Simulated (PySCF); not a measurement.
Constitutional and geometric isomers with formula H3B2N. Gas-phase values, no solvent. One relaxed conformer stands for each flexible species; it need not be the lowest. Strings in code marks are SMILES.

Level of theory: PBE-D3(BJ)/def2-TZVP // CAM-B3LYP-D3(BJ)/def2-TZVP (PySCF). Excitations are Tamm–Dancoff values on a coarser integration grid. The basis has no diffuse functions, so Rydberg states are missing or too high.

| species | HOMO (eV) | T1 excitation (TDA) (eV) | LUMO (eV) |
|---|---|---|---|
| `B=BN` | -3.99 | 3.53 | -3.64 |
| `B=NB` | -6.59 | 3.70 | -2.61 |
| `BB=N` | -7.10 | 3.25 | -3.67 |
